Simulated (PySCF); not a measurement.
Two species compared at the same levels of theory.

First species: Sn(OH)4.
SMILES: `[OH][Sn]([OH])([OH])[OH]`

Second species: diboron dioxide, B₂O₂.
Structure used (PBE0-D3(BJ)/def2-SVP), in Å, numbered top down from 1:
```xyz
4
B2O2 angstrom
O     -2.0009   -0.0346   -0.5039
B     -0.8132   -0.0118   -0.3411
B      0.8233    0.0175   -0.1170
O      2.0113    0.0385    0.0447
```

Levels: wB97X-D/def2-SVPD for HOMO energy, LUMO energy, HOMO–LUMO gap and static isotropic polarisability; TDDFT wB97X-D/def2-SVPD for lowest singlet excitation; TDA wB97X-D/def2-SVPD for lowest triplet excitation (Tamm–Dancoff); ΔSCF wB97X-D/def2-SVPD for vertical ionisation energy and vertical electron affinity. Geometries: PBE0-D3(BJ)/def2-SVP. Each species is one conformer at its optimised geometry, gas phase (atoms past krypton carry core potentials, spin–orbit coupling is left out). Electronic properties by PySCF.

Which has the higher LUMO energy?

The first: -0.33 eV against -0.65 eV, a difference of 0.32 eV.

Which has the higher HOMO energy?

The first: -11.27 eV against -13.00 eV, a difference of 1.73 eV.

Which has the higher static isotropic polarisability?

The first: 52.9 au against 29.6 au, a difference of 23.3 au.

Which of the two has the higher vertical ionisation energy, and by how much?

The second: 13.72 eV against 11.65 eV, a difference of 2.07 eV.

Which has the higher T1 energy?

The second: 5.82 eV against 5.55 eV, a difference of 0.27 eV.

Which of the two has the higher S1 energy, and by how much?

The second: 6.70 eV against 6.04 eV, a difference of 0.66 eV.

Which has the higher HOMO–LUMO gap?

The second: 12.35 eV against 10.94 eV, a difference of 1.41 eV.

On the first: The polarisability is 7.84 Å³ as a volume (1 au = 0.148185 Å³). The principal polarisabilities are 50.6, 53.9 and 54.1 au; their mean is the isotropic value. Atoms past krypton carry effective core potentials; spin–orbit coupling is left out.

On the second: S1 lies 5.65 eV below the HOMO–LUMO gap. The vertical singlet–triplet gap S1 − T1 is 0.88 eV (TDDFT singlet less Tamm–Dancoff triplet).
